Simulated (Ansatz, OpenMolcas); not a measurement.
**Exact exchange and the electronic atomisation energy of BHOF2 (difluorohydroxyborane)**

BHOF2: 5 atoms, total charge 0, spin state singlet. As SMILES, `OB(F)F`. The shape is that of a PBE0-D4/def2-TZVP optimisation.

The electronic atomisation energy y, in eV, basis def2-SVPD; a is the functional's share of exact exchange. Programs: Ansatz 0.2.0, OpenMolcas 26.06.

| functional | program | a | y (eV) |
| --- | --- | --- | --- |
| TPSS | OpenMolcas | 0 | 23.97 |
| r2SCAN | Ansatz | 0 | 24.43 |
| B3LYP | Ansatz | 0.2 | 24.10 |
| PBE0 | Ansatz | 0.25 | ? |
| r2SCAN0 | Ansatz | 0.25 | 23.81 |
| BHLYP | Ansatz | 0.5 | 23.15 |

Q: Fit y = c + s·a to the known rows and predict PBE0.

A: 
1. Means of the 5 rows: a = 0.1900, y = 23.892.
2. Σ(Δa)² = 0.172, Σ(Δa·Δy) = -0.3499, so the slope is -0.3499/0.172 = -2.0343.
3. Intercept: 23.892 − (-2.0343) × 0.1900 = 24.279. The largest residual of the fit is 0.31.
4. PBE0: 24.279 + (-2.0343) × 0.25 = 23.77 eV.

The run gave 24.16 eV, so the prediction is off by -0.39 eV, about the largest residual. The rows mix families of semi-local functionals, which the line can't see.
